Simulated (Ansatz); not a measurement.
Coupled-cluster diagnostics for K2O2⁻ (the lowest doublet isomer of a short search), Ansatz.

Geometry of the doublet (r2SCAN-D4/def2-TZVPD):

Cartesian coordinates in Å:
```
K -0.440 -1.984 -1.312
K 0.436 1.967 1.302
O 0.645 -0.230 0.150
O -0.640 0.247 -0.140
```

Correlated methods freeze 12 core orbitals; core or outer-core shells of K are correlated, in sets that lack core-valence functions. The structure holds 1 bond(s) between oxygen atoms. The geometry of the doublet was relaxed on an unsound state (⟨S²⟩ 1.38, where a pure state has 0.75). The structure comes from a short search, and lower isomers may exist.

Geometry of the charge -1 quartet (r2SCAN-D4/def2-TZVPD):

```xyz
4

K    -0.225    0.511    2.452
K     0.224   -0.510   -2.452
O     0.665    0.086    0.043
O    -0.665   -0.086   -0.043
```

(1) Estimate the CCSD(T) correlation energy, the shares of MP2 and (T), T1 and the reference's ⟨S²⟩ for: charge -1, doublet, own geometry in def2-TZVPPD; charge -1, quartet, own geometry in def2-TZVPPD; charge 0, singlet, vertical in def2-TZVPPD; and the rough time on 4 threads of AMD EPYC 9B45 on a shared host.

Results:

(1) 
| state | basis | correlation (eV) | MP2 share (%) | (T) share (%) | T1 | ⟨S²⟩ (pure) | wall time | remarks |
| --- | --- | --- | --- | --- | --- | --- | --- | --- |
| charge -1, doublet, own geometry | def2-TZVPPD | -23.140 | 93.9 | 3.1 | 0.026 | 1.79 (0.75) | 34 s | spin-contaminated (⟨S²⟩ 1.79) |
| charge -1, quartet, own geometry | def2-TZVPPD | -22.937 | 94.1 | 3.0 | 0.021 | 3.79 (3.75) | 12 s | – |
| charge 0, singlet, vertical | def2-TZVPPD | -23.948 | 95.3 | 3.2 | 0.019 | 0.00 (0.00) | 7 s | – |
Customary marks for T1 are 0.02 (closed shells), 0.045 (open shells) and about 0.05 (3d metals). T1 exceeds 0.02 in 2 of 3 rows and 0.045 in 0; the higher it lies, the less the single-reference result can be trusted.
